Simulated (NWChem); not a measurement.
# C₃H₄F₂O; SMILES FC(F)CC=O

```xyz
10

O      0.5264    -2.0413    -0.5133
C     -0.2337    -1.7007     0.3514
C     -0.6979    -0.2846     0.5613
C      0.0428     0.7279    -0.2766
F     -0.5840     1.9244    -0.1990
F      1.2949     0.8859     0.2012
H     -0.6741    -2.4477     1.0609
H     -0.6073    -0.0134     1.6266
H     -1.7758    -0.2425     0.3257
H      0.1129     0.4331    -1.3367
```
Atoms are numbered in this order, from 1.

Program: NWChem. Pople sets run with spherical d functions. STO-3G and 3-21G are far too small for this property and stand as cheap habits. Geometry: optimised at PBE0/def2-SVP. B3LYP is NWChem's, with the RPA form of VWN correlation. Field at 589 nm.

| level | isotropic polarisability (bohr³) | anisotropy (bohr³) |
|---|---|---|
| B3LYP/STO-3G | (withheld) | (withheld) |
| B3LYP/6-31G* | 34.3 | 10.2 |
| B3LYP/def2-SVP | 34.7 | 9.9 |

Q: Fill in the missing entries.

A: 
- B3LYP/STO-3G, isotropic polarisability (bohr³): 18.6
- B3LYP/STO-3G, anisotropy (bohr³): 6.9
